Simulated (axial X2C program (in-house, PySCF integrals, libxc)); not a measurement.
**Potential curves of TeP⁻, two-component**

Calculated with an axial X2C code built on PySCF integrals. Two-component (2c) means X2C with spin–orbit coupling and atomic mean-field two-electron Coulomb and Gaunt terms. Basis: Te dyall-acv3z [12s13p9d5f1g], P dyall-av3z [9s8p3d2f] (cores contracted in-house); Gaussian nuclei, density fitting, unrestricted open shells. Masses: Te 129.906 u, P 30.974 u.

State: Ω = 1 (⟨Sz⟩ = 1.00, ⟨Lz⟩ = 0.00 at PBE0). Energies in eV from the fragments at the same level (Te- + P). Fits are polynomials in 1 − R0/R over 0.85 to 1.23 times the lowest point R0.

```tsv
R (Å)	PBE0	PW91
2.0523	-1.9137	-2.0722
2.1467	-2.5199	-2.7062
2.2175	-2.7747	-2.9843
2.2882	-2.9034	-3.1375
2.3590	-2.9368	-3.1963
2.4416	-2.8869	-3.1763
2.5241	-2.7693	-3.0882
2.6303	-2.5526	-2.9079
2.7600	-2.2336	-2.6292
```

The state is one determinant whose occupation by symmetry is held fixed; it was picked as the lowest of a PBE0 search that is not exhaustive. Dissociation energies refer to the lowest single-determinant-based atoms at the same level and basis. Density functionals use the spin component along the axis (collinear). PBE0 can misorder states that lie within some tenths of an eV, so this need not be the ground state of the molecule. The nearest other 2c determinant of the search, Ω = 0, lies 0.44 eV up at the distance of the search. The functionals have no current-density term, which raises determinants with orbital currents, atoms included. With several unpaired electrons one determinant need not be a pure state. Open-shell Ω = 0 determinants with evenly filled partner blocks cannot be reached by this program, so the Ω shown need not be the lowest component. This is the Ω = 1 component of a π² triplet; the 0⁺ component is not one determinant and can lie lowest. The highest occupied level of some functionals is positive through self-interaction error; at Hartree–Fock it is bound.

(1) What are Re, ωe and De at the PBE0 level?

(2) What are Re, ωe and De at the PW91 level?

## Answers

(1) At PBE0, 2c: Re = 2.353 Å, ωe ≈ 397 cm⁻¹, De = 2.94 eV to Te- + P; Be follows as 0.122 cm⁻¹.

(2) At PW91, 2c: Re = 2.380 Å, ωe ≈ 375 cm⁻¹, De = 3.20 eV to Te- + P; Be follows as 0.119 cm⁻¹.
